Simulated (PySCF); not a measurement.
How methods differ on the excitation energy of Cl²⁺

Cl²⁺ [Ne] 3s2 3p3 (4S) → Cl²⁺ [Ne] 3s1 3p4 (4P), as a difference of total energies. Computed with PySCF 2.14 in aug-cc-pwCVTZ, with no relativity, point nucleus. Correlated levels: valence: [Ne] frozen; valence and next inner shell: 1s2 frozen; nothing frozen. The calculations carry no spin-orbit coupling.

```tsv
method	excitation energy (eV)
UHF	12.829
LDA	12.560
PBE	12.446
PBE0	12.619
r2SCAN	12.181
BP86	12.327
wB97X	12.896
TPSSh	12.524
revPBE	12.330
MP2 (valence)	12.787
SCS-MP2 (valence)	12.781
MP2 (valence and next inner shell)	12.854
SCS-MP2 (valence and next inner shell)	12.827
MP2 (all electrons)	12.846
SCS-MP2 (all electrons)	12.821
```

A first-order spin-orbit estimate (lowest level to lowest level, LS coupling) adds -0.046 eV.
